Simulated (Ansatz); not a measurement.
Cost and result up the ladder for Ga13Sb11F6 (30 atoms). Total charge 0; singlet. Geometry: PBE-D4/def2-SVP.

```xyz
30

Sb   -4.155    1.666    1.084
Sb   -4.076   -0.842   -0.327
Sb    2.227    0.236   -5.108
Sb   -1.453   -2.735   -3.317
Sb   -0.287    1.441   -1.423
Sb    2.783    1.870    1.744
Sb   -0.465   -0.646    2.235
Sb    2.680   -2.070   -0.573
Sb   -1.231    2.472    4.979
Sb    2.227   -1.020    5.953
Sb   -0.647   -4.403    0.768
Ga   -1.989    2.865    0.018
Ga    0.429    1.827   -3.946
Ga    0.377    2.238    2.774
Ga   -1.935   -0.563   -1.860
Ga   -2.314    1.163    2.894
Ga   -2.063   -2.261    0.727
Ga   -0.044   -1.009   -4.690
Ga    2.557   -1.499   -3.103
Ga    0.287   -3.042   -1.261
Ga    1.333    0.093    0.240
Ga    2.674   -0.140    3.490
Ga    1.149   -3.070    3.447
Ga    0.201    0.250    5.076
F    -2.292    4.537   -0.522
F     0.113    3.449   -4.604
F    -0.684    3.293    1.498
F    -1.084    0.699   -4.693
F     2.725   -3.031   -4.050
F     2.957   -1.768    2.550
```

Ansatz on 11 threads of AMD EPYC 7R13 on a shared host and a whole NVIDIA H100 80GB HBM3. Times are rough, and most runs start from the orbitals of an earlier one. No level here is sound enough to serve as a yardstick. Binding counts from free atoms at the same level (Sb quartet, Ga doublet, F doublet; other spins of the atoms weren't run), without zero-point energy or a counterpoise term.

In the def2 sets Sb takes a core potential; there is no spin–orbit coupling. Correlated methods freeze 167 core orbitals; core or outer-core shells of Sb, Ga are correlated, in sets that lack core-valence functions. The rows differ in basis, and correlated rows in double-zeta sets carry the largest basis error. Single mean-field runs in def2-SVP, def2-TZVP are fitted with def2-universal-jkfit.

Correlated methods converge slowly with the basis, most of all in double-zeta sets.

```json
{"level": "PBE-D4/def2-SVP (with forces)", "functions": "786", "wall time": "6 s", "binding energy per atom (eV)": "3.10", "remarks": "restricted SCF unstable in HF"}
{"level": "r2SCAN-D4/def2-SVP", "functions": "786", "wall time": "6 s", "binding energy per atom (eV)": "2.93", "remarks": "restricted SCF unstable in HF"}
{"level": "B97M-V/def2-SVP", "functions": "786", "wall time": "8 s", "binding energy per atom (eV)": "2.86", "remarks": "restricted SCF unstable in HF"}
{"level": "PBE-D4/def2-TZVP", "functions": "1360", "wall time": "8.5 s", "binding energy per atom (eV)": "3.06", "remarks": "restricted SCF unstable in HF"}
{"level": "PBE0-D4/def2-SVP (with forces)", "functions": "786", "wall time": "15 s", "binding energy per atom (eV)": "2.95", "remarks": "restricted SCF unstable in HF"}
{"level": "PBE0-D4/def2-TZVP", "functions": "1360", "wall time": "20 s", "binding energy per atom (eV)": "2.94", "remarks": "restricted SCF unstable in HF"}
{"level": "MP2/def2-SVP", "functions": "786", "wall time": "22 s", "binding energy per atom (eV)": "2.78", "remarks": "restricted SCF unstable"}
```
